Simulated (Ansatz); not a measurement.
Geometry optimisation, RKS PBE-D4/def2-SVP in Ansatz 0.2.0.

The input (input.yaml):

```yaml
crystal:
  periodic: [false, false, false]
  atoms:
    - { symbol: Ge, position_ang: [-0.59, 0.8788, -1.1621] }
    - { symbol: H, position_ang: [1.4004, 0.7689, -1.2223] }
    - { symbol: H, position_ang: [-0.6269, 0.3029, -2.5487] }
    - { symbol: H, position_ang: [-0.4654, 2.3731, -1.0822] }
    - { symbol: H, position_ang: [-1.9012, 0.511, -0.495] }
    - { symbol: H, position_ang: [1.4373, 0.1947, -0.4304] }
    - { symbol: O, position_ang: [0.5034, -0.2671, 0.321] }
    - { symbol: C, position_ang: [0.1368, -1.0398, 1.4355] }
    - { symbol: H, position_ang: [0.43, -2.083, 1.2832] }
    - { symbol: H, position_ang: [0.6217, -0.65, 2.3352] }
    - { symbol: H, position_ang: [-0.9462, -0.9895, 1.5657] }
basis:
  gaussian: { orbitals: def2-SVP }
hamiltonian:
  xc: pbe
  dispersion: d4
relax:
  f_tol: 0.15
  max_steps: 25
  restrain:
    - { distance: [0, 6], at: 1.86, k: 30.0 }
    - { distance: [5, 1], at: 0.62, k: 30.0 }
    - { distance: [0, 1], at: 2.81, k: 30.0 }
    - { distance: [5, 6], at: 2.27, k: 30.0 }
```

Command:

```bash
$ ansatz run input.yaml --threads 2 --pin off --max-ram 3072MiB --backend cpu --events-out ev --progress --plain --runs-dir out
```

**Question.** Where does it end, and by what steps?

**Answer.** The run converged. The restraints hold the end off the free minimum. After 8 steps the energy has fallen by 1.525 eV (the restraints' own energy left out); H6 moved furthest, 0.93 Å. Joined: H2–H6.

| step | energy less start (eV) | largest force component (eV/Å) | accepted |
| --- | --- | --- | --- |
| 0 | 0.0000 | 1.353 | yes |
| 1 | -0.0857 | 2.510 | yes |
| 2 | 0.1400 | 3.906 | yes |
| 3 | -0.5035 | 3.029 | yes |
| 4 | -1.2593 | 2.431 | yes |
| 5 | -1.4485 | 1.999 | yes |
| 6 | -1.4933 | 2.189 | yes |
| 7 | -1.5086 | 2.169 | yes |
| 8 | -1.5248 | 2.196 | yes |

```xyz
11
Properties=species:S:1:pos:R:3
Ge -0.710 0.657 -0.826
H 1.976 0.980 -1.613
H -0.504 -0.029 -2.205
H -0.391 2.172 -0.907
H -2.153 0.407 -0.295
H 2.033 0.598 -1.021
O 0.419 -0.063 0.438
C -0.071 -0.983 1.391
H 0.148 -2.045 1.108
H 0.425 -0.787 2.372
H -1.173 -0.908 1.557
```

The run took 11 s on 2 threads of Intel(R) Xeon(R) Platinum 8488C (Sapphire Rapids) (shared host), peak memory 0.16 GiB.
